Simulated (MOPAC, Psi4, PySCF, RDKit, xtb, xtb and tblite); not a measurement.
Two geometries of SMILES OB(O)[SiH2][SiH2]Cl, relaxed at GFN2-xTB with one dihedral held; other torsions can differ between them too.

Structure A

```
12

O      2.3654     0.3163     1.0373
B      1.5746     0.1141    -0.0426
O      0.2820     0.5091    -0.0986
Si     2.4031    -0.5518    -1.6978
Si     3.2393     1.2271    -2.9519
Cl     2.9592     2.9710    -1.9207
H      2.0538     0.8966     1.7357
H     -0.1019     0.9426     0.6677
H      3.5327    -1.4798    -1.5056
H      1.5015    -1.2920    -2.5996
H      2.5972     1.4870    -4.2440
H      4.6780     1.2221    -3.2333
```

Structure B

```
12

O      1.8478     0.8271     1.1315
B      1.4537     0.1626     0.0047
O      2.0048    -1.0414    -0.2391
Si     0.5560     1.0688    -1.5154
Si    -1.0174     2.6324    -0.8050
Cl    -0.9640     2.6355     1.2571
H      1.1960     1.2820     1.6634
H      2.5776    -1.3880     0.4502
H      1.5313     1.8338    -2.3190
H     -0.1004     0.2122    -2.5162
H     -2.4336     2.3797    -1.0831
H     -0.8178     4.0473    -1.1275
```

Which is lower in energy at the level DF-MP2 (frozen core)/cc-pVTZ // GFN2-xTB in Psi4, and by how much?

A is lower, by 3.86 kJ/mol (dihedral H7–O1–B2–Si4: 160° in A, 60° in B).

E(B) − E(A) in kJ/mol at the other levels, on the same two geometries: GFN2-xTB (xtb and tblite) 18.09; PBE/def2-TZVP // GFN2-xTB (Psi4) 1.34; PBE-D3(BJ)/def2-TZVP // GFN2-xTB (Psi4) 0.45; HF/cc-pVTZ // GFN2-xTB (Psi4) 8.54; UFF // GFN2-xTB (RDKit) -18.33; PM7, restricted, heats of formation // GFN2-xTB (MOPAC) 19.62; PM6, restricted, heats of formation // GFN2-xTB (MOPAC) 6.97; GFN1-xTB // GFN2-xTB (xtb) 23.28; restricted B3LYP/6-31G*, spherical d, density fitting // GFN2-xTB (PySCF) 0.22; restricted MP2 (frozen core)/6-31G*, spherical d // GFN2-xTB (PySCF) 2.37; restricted Hartree-Fock/6-31G*, spherical d, density fitting // GFN2-xTB (PySCF) 6.38; restricted B3LYP/6-311+G**, spherical d, density fitting // GFN2-xTB (PySCF) 1.88.
